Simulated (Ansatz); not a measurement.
Ansatz (a program for electronic structure) input (B3LYP/STO-3G):

Ansatz 0.2 input:
```yaml
crystal:
  periodic: [false, false, false]
  atoms:
    - {symbol: C, position_ang: [1.81241200, 0.64015100, -0.87457000]}
    - {symbol: S, position_ang: [0.97968000, -0.21736000, 0.50172100]}
    - {symbol: B, position_ang: [-0.77302700, -0.13605900, 0.13609700]}
    - {symbol: C, position_ang: [-1.72811200, -0.81249900, 1.18349300]}
    - {symbol: C, position_ang: [-1.32365700, 0.57030600, -1.15635200]}
    - {symbol: H, position_ang: [1.49405900, 1.67890800, -0.93173000]}
    - {symbol: H, position_ang: [2.88175100, 0.60539400, -0.67717700]}
    - {symbol: H, position_ang: [1.60810400, 0.14231700, -1.82011400]}
    - {symbol: H, position_ang: [-2.44380100, -0.07319100, 1.56019900]}
    - {symbol: H, position_ang: [-1.22993500, -1.27014400, 2.03901100]}
    - {symbol: H, position_ang: [-2.33187500, -1.58124100, 0.68831700]}
    - {symbol: H, position_ang: [-1.02585500, 1.62317000, -1.19241500]}
    - {symbol: H, position_ang: [-2.41208200, 0.52950800, -1.22551000]}
    - {symbol: H, position_ang: [-0.91396300, 0.11558000, -2.06403200]}
basis:
  gaussian:
    orbitals: STO-3G
hamiltonian:
  xc: {name: B3LYP}
output: {forces: true}
```

Output:

```
Functional definition: B3LYP
integrals: 0.01 GiB planned
495 factors; integrals over basis functions are off by at most 1.1e-4 eV
mean field: 0.12 GiB planned
mean field evaluation 1: about -14604.5910 eV, gradient 8.3e0 eV
mean field evaluation 2: about -14604.7191 eV, gradient 6.0e0 eV
mean field evaluation 4: about -14604.8203 eV, gradient 2.9e-1 eV
mean field evaluation 8: about -14604.7491 eV, gradient 8.9e-3 eV
mean field -14604.74909538 eV, -536.7146298008 hartree, gradient 5.4e-5 eV, S^2 0.000000; 0 other end points of the search recorded, 0 dependent functions left out
the calculation of the forces begins
reference -14604.74930999 eV, -536.7146376875 hartree; 24, 24 occupied and 14, 14 virtual orbitals, 495 factors
Total energy: -14604.74930999 eV, -536.7146376875 hartree
Atom 0 at     1.812412     0.640151    -0.874570 Å, force    -0.371114    -0.202422     0.302477 eV/Å
Atom 1 at     0.979680    -0.217360     0.501721 Å, force    -0.861550    -0.283704     0.380109 eV/Å
Atom 2 at    -0.773027    -0.136059     0.136097 Å, force     1.462107     0.031668     0.132921 eV/Å
Atom 3 at    -1.728112    -0.812499     1.183493 Å, force    -0.211331     0.049659    -0.113022 eV/Å
Atom 4 at    -1.323657     0.570306    -1.156352 Å, force    -0.042613     0.015232    -0.031817 eV/Å
Atom 5 at     1.494059     1.678908    -0.931730 Å, force    -0.073726     0.500421    -0.169645 eV/Å
Atom 6 at     2.881751     0.605394    -0.677177 Å, force     0.483177     0.036382    -0.000901 eV/Å
Atom 7 at     1.608104     0.142317    -1.820114 Å, force    -0.028542    -0.108359    -0.521613 eV/Å
Atom 8 at    -2.443801    -0.073191     1.560199 Å, force    -0.183153     0.160289     0.160781 eV/Å
Atom 9 at    -1.229935    -1.270144     2.039011 Å, force     0.160001    -0.128143     0.242182 eV/Å
Atom 10 at    -2.331875    -1.581241     0.688317 Å, force    -0.153589    -0.238046    -0.069517 eV/Å
Atom 11 at    -1.025855     1.623170    -1.192415 Å, force     0.038114     0.311969    -0.002299 eV/Å
Atom 12 at    -2.412082     0.529508    -1.225510 Å, force    -0.289998     0.002584    -0.041698 eV/Å
Atom 13 at    -0.913963     0.115580    -2.064032 Å, force     0.072218    -0.147530    -0.267959 eV/Å
Dipole moment:     0.122693     0.097331    -0.152597 e Å
```

The geometry given is a B3LYP-D3(BJ)/def2-TZVP minimum.
